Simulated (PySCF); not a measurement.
## Two-dimensional NMR puzzle

Compound of formula C₆H₁₀ClFO. Correlations simulated from computed shifts and the bond graph:

HSQC (one-bond C–H):
```csv
δH,δC
4.95,95.3
1.52,27.8
1.38,18.0
1.33,20.0
```

COSY cross peaks (H two or three bonds apart, from the bond graph; peaks can be absent where the dihedral angle is near 90°):
```csv
δH,δH
4.95,1.38
```

HMBC (two and three bonds, from the bond graph):
```csv
δH,δC
4.95,"191.5, 57.1, 27.8, 20.0, 18.0"
1.52,"191.5, 95.3, 57.1, 20.0"
1.38,"95.3, 57.1"
1.33,"191.5, 95.3, 57.1, 27.8"
```

Carbons without hydrogens: δ 191.5, 57.1.

PySCF 2.14 calculation with PBE0/pcSseg-1 with gauge-including orbitals and geometry: GFN2-xTB; non-relativistic Hamiltonian, gas phase, a single conformation, one averaged value for each set of equivalent atoms.

References, each an isolated molecule treated in the same way: 1H, 13C vs TMS.

Exchangeable hydrogens are left out of these lists.

Q: Which molecule is this?

A: SMILES C[C@H](F)C(C)(C)C(=O)Cl.

Mapped SMILES: `[CH3:1][C@H:2]([F:3])[C:4]([CH3:5])([CH3:6])[C:7](=[O:8])[Cl:9]`. Each H is labelled by its parent atom.

δC 191.5 is C7, a carbonyl carbon. δC 95.3 is C2, an sp3 CH bonded to F (δH 4.95). δC 57.1 is C4, a quaternary sp3 carbon α to a carbonyl. δC 27.8 is C6, a methyl carbon (δH 1.52). δC 20.0 is C5, a methyl carbon (δH 1.33). δC 18.0 is C1, a methyl carbon (δH 1.38). HMBC from δH 4.95 reaches the proton-free carbons C7, C4. HMBC from δH 1.52 reaches the proton-free carbons C7, C4. HMBC from δH 1.38 reaches the proton-free carbon C4. HMBC from δH 1.33 reaches the proton-free carbons C7, C4. COSY links 4.95–1.38.

This is the structure that produced the data.

Carbons that carry Cl, above all several Cl atoms, come out too deshielded, partly because spin–orbit coupling is missing. Shifts are as computed. Against solution values, carbons near 30 ppm lie about +3 ppm off and those near 130 ppm about +5 ppm; carbons on Cl a further +6 ppm. Of 1211 compounds with measured shifts, 218 miss one by over three times the rms of a fit or turn the order of signals round; such compounds aren't used in these exercises.
